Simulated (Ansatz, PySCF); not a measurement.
Nb(F)4(SH) (F4HNbS), SMILES [F][Nb]([F])([F])([F])[SH], multiplicity 1. Atoms are numbered in the order given.

```xyz
7

Nb    -0.0029    -0.2881     0.0000
F      1.8585    -0.1501     0.0000
F     -1.8546    -0.1184     0.0000
F     -0.0021    -1.1708     1.6139
F     -0.0021    -1.1708    -1.6139
S     -0.0667     2.0751     0.0000
H      1.2763     2.2346     0.0000
```

Coordinates come from a PBE0-D3(BJ)/def2-SVP optimisation. The spin state was assumed, not searched. The structure was generated by enumeration; whether it is a known compound was not checked. The def2 effective core potentials stand for the cores of Nb; spin–orbit coupling is left out. Other conformers were not sampled.

Two levels are set side by side: PBE-D3(BJ)/def2-SVP (Ansatz, a first-principles code) and PBE0-D3(BJ)/def2-SVP (Ansatz). Each level has its own optimised geometry; the coordinates shown are those of the second. Frequencies come from the Hessian of PySCF at each geometry. Differences are taken from unrounded values.

```json
[
 {"quantity": "mean bond length (Å)", "PBE0-D3(BJ)": "1.854"},
 {"quantity": "bond Nb1–F2 (Å)", "PBE0-D3(BJ)": "1.867"},
 {"quantity": "bond Nb1–F3 (Å)", "PBE0-D3(BJ)": "1.859"},
 {"quantity": "bond Nb1–F4 (Å)", "PBE0-D3(BJ)": "1.840"},
 {"quantity": "bond Nb1–F5 (Å)", "PBE0-D3(BJ)": "1.840"},
 {"quantity": "bond Nb1–S6 (Å)", "PBE0-D3(BJ)": "2.364"},
 {"quantity": "bond S6–H7 (Å)", "PBE0-D3(BJ)": "1.352"},
 {"quantity": "highest harmonic wavenumber (cm⁻¹)", "PBE0-D3(BJ)": "2716"},
 {"quantity": "mean harmonic wavenumber (cm⁻¹)", "PBE0-D3(BJ)": "556"},
 {"quantity": "zero-point energy (kcal/mol)", "PBE0-D3(BJ)": "11.91"}
]
```

### Question
What does PBE-D3(BJ) give, and how far is it from PBE0-D3(BJ)? (The exact figures need the calculation; the answer reports its results.)

### Answer

```
quantity                            PBE-D3(BJ)  PBE-D3(BJ) minus PBE0-D3(BJ)
----------------------------------  ----------  ----------------------------
mean bond length (Å)                     1.871                         0.018
bond Nb1–F2 (Å)                          1.884                         0.018
bond Nb1–F3 (Å)                          1.878                         0.019
bond Nb1–F4 (Å)                          1.859                         0.019
bond Nb1–F5 (Å)                          1.859                         0.019
bond Nb1–S6 (Å)                          2.384                         0.020
bond S6–H7 (Å)                           1.364                         0.012
highest harmonic wavenumber (cm⁻¹)        2617                          -100
mean harmonic wavenumber (cm⁻¹)            532                           -23
zero-point energy (kcal/mol)             11.41                         -0.50
```

Exact exchange shortens and stiffens bonds; PBE has none. Differences between two approximate levels are no errors against the true value.
